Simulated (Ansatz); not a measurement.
Basis-set extrapolation for CH7NSi3 (`[SiH3][SiH]1C=N[SiH2]1`) (PBE0-D4/def2-TZVP geometry, frozen core, the Gaussian-basis code of Ansatz). Multiplicity 1, RHF reference.

```
                      def2-TZVPP   def2-QZVPP
                 HF  -963.218497  -963.249301
    MP2 correlation    -0.716086    -0.766766
CCSD(T) correlation    -0.813529      not run
```

Energies in hartree. Use E(X) = E(∞) + A·exp(−7.88·√X) for Hartree–Fock and E(X) = E(∞) + B·X^(−2.97) for correlation, with X = 3 and 4, and add CCSD(T) minus MP2 of the smaller set to the MP2 limit.

What is the CCSD(T) energy at the basis-set limit?

HF limit: -963.249301 + (-0.030804) × 0.13774 = -963.25354. MP2 limit: -0.766766 + (-0.050680) × 0.74074 = -0.80431. Higher-order term: -0.813529 − (-0.716086) = -0.09744. Total: -964.15529 hartree, 77.3 kcal/mol below CCSD(T)/def2-TZVPP.
